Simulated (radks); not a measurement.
Q: Method: non-relativistic Kohn-Sham, exchange-only LDA, spin-polarised, spherical densities, point nucleus; open shells are filled with parallel spins first (spin-orbit coupling, left out, can overturn this in heavy ions); computed with a radial shooting solver on a logarithmic mesh with Libxc functionals. Response by self-consistent Sternheimer equations with the Hartree and adiabatic exchange-only LDA kernel. For heavy and open-shell atoms this level of theory can miss by tens of per cent. Rank Li, Sr+, Br+, Rb, Ni2+, O2+, Sc, K+, Sr3+ (NIST ground configurations) by static dipole polarisability, largest first.

A: Rb 351.0, Li 152.4, Sc 129.4, Sr+ 94.46, Br+ 13.21, K+ 5.918, Sr3+ 4.656, Ni2+ 3.596, O2+ 1.801 bohr^3.
